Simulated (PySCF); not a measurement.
Simulated C 1s region for `CC(=O)N[SiH2]C(C)(C)C`, binding energy against the vacuum level.

Every computed line was given a Gaussian of 0.5 eV full width at half maximum and an area set by the number of equivalent atoms; the highest printed point is 100. Theory: delta-SCF UKS SCAN, pcX-2 on the ionised atom, pcseg-1 elsewhere, spin-free X2C (PySCF 2.14.0).

binding energy (eV), intensity and a bar:
```
    289.5          0 
    289.6          1 
    289.7          2 #
    289.8          5 ##
    289.9         12 ####
    290.0         22 #######
    290.1         35 ##########
    290.2         49 ###############
    290.3         66 ####################
    290.4         84 #########################
    290.5         98 #############################
    290.6        100 ##############################
    290.7         88 ##########################
    290.8         68 ####################
    290.9         51 ###############
    291.0         42 #############
    291.1         36 ###########
    291.2         28 #########
    291.3         19 ######
    291.4         11 ###
    291.5          5 #
    291.6          2 #
    291.7          0 
    291.8          0 
    291.9          0 
    292.0          0 
    292.1          0 
    292.2          0 
    292.3          0 
    292.4          0 
    292.5          0 
    292.6          0 
    292.7          0 
    292.8          0 
    292.9          0 
    293.0          1 
    293.1          2 #
    293.2          6 ##
    293.3         13 ####
    293.4         22 #######
    293.5         29 #########
    293.6         31 #########
    293.7         26 ########
    293.8         18 #####
    293.9         10 ###
    294.0          4 #
    294.1          2 
    294.2          0 
    294.3          0
```

Q: How many maxima does the curve show, and how many computed lines lie under it?

A: The curve has 2 maxima (at 290.6 and 293.6 eV). Under it lie 4 lines from 4 inequivalent carbon sites. At this width some lines have no maximum of their own.

Q: Decompose the envelope and assign each component. Numbering: `[CH3:1][C:2](=[O:3])[NH:4][SiH2:5][C:6]([CH3:7])([CH3:8])[CH3:9]`.

A: 
| position (eV) | relative area | line | atoms | environment |
| --- | --- | --- | --- | --- |
| 290.20 | 1 | C 1s | C6 | sp3 carbon bound to silicon |
| 290.58 | 3 | C 1s | C7/C8/C9 | methyl carbon |
| 291.09 | 1 | C 1s | C1 | methyl carbon next to a carbonyl |
| 293.58 | 1 | C 1s | C2 | amide carbonyl carbon |

Q: What are the centre and the root-mean-square width of the whole band?

A: The area-weighted mean of the lines is 291.10 eV. Their own spread about it is 1.14 eV (rms) and each Gaussian has σ = 0.5/2.355 = 0.21 eV; the variances add, which gives 1.16 eV.

Lowest listed C 1s: C6, bonded to 3 C and Si. Highest, 3.38 eV above it: C2, bonded to O (double bond), N and C. Summing the Pauling electronegativity differences to the bonded atoms, each weighted by its formal bond order, gives -0.65 for the lowest site and +2.27 for the highest; no listed site has a larger sum than the highest. The smallest sum, -1.05, belongs to C7/C8/C9, 0.38 eV above the lowest.

No satellites, vibrations or lifetime broadening are included. One atom of each set of topologically equivalent atoms was ionised and stands for the set; in this conformer not all members are related by symmetry, and their own values weren't computed. The structure is a single PBE0-D3(BJ)/def2-SVP conformer in the gas phase; no vibrational or solvent corrections.

On Arm Neoverse N1, one thread, no GPU, shared host with 64 logical CPUs at a one-minute load of 62, this took 4.8 min and 0.99 GiB of memory at its peak.

Shape of the structure used: `[CH3:1][C:2](=[O:3])[NH:4][SiH2:5][C:6]([CH3:7])([CH3:8])[CH3:9]`: C1–C2–N4–Si5 180°, C2–N4–Si5–C6 180°, N4–Si5–C6–C7 60°.
